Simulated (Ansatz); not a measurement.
Frontier orbitals of C$_{4}$HfN$_{4}$O$_{4}$ (`O=C=[N][Hf]([N]=C=O)([N]=C=O)[N]=C=O`).

Cartesian coordinates in Å:
```
O -1.453 -4.030 -0.946
C -1.067 -2.964 -0.695
N -0.667 -1.859 -0.435
Hf 0.000 -0.001 0.000
N -1.119 0.786 1.488
C -1.784 1.254 2.376
O -2.425 1.705 3.232
N 1.931 -0.098 0.588
C 3.081 -0.157 0.939
O 4.191 -0.212 1.277
N -0.146 1.169 -1.642
C -0.230 1.867 -2.620
O -0.311 2.539 -3.563
```

Charge 0, multiplicity 1. Correlated methods include outer-core shells of Hf, which these sets cover unevenly. Hf takes the def2 core potential. The structure was optimised at the PBE0-D4/def2-TZVP level. It is one conformer, not always the lowest. Basis def2-TZVPP, the Gaussian-basis code of Ansatz.

Orbital energies of one run (eV). Highest occupied ones, from the top: -7.98, -7.98, -7.98, -8.42, -8.42, -8.42, -8.76, -8.76, -12.20, -12.20, -12.20, -12.25, -12.25, -12.25. Empty: -2.59, -2.59, -1.80, -1.80, -1.80, -1.20.

Problem. Which functional gave them?
A. B97M-V
B. ωB97X-V
C. r2SCAN0
D. revPBE

Solution. A. HOMO energies: B97M-V -7.98, r2SCAN0 -9.30, ωB97X-V -11.33, revPBE -7.59 eV.
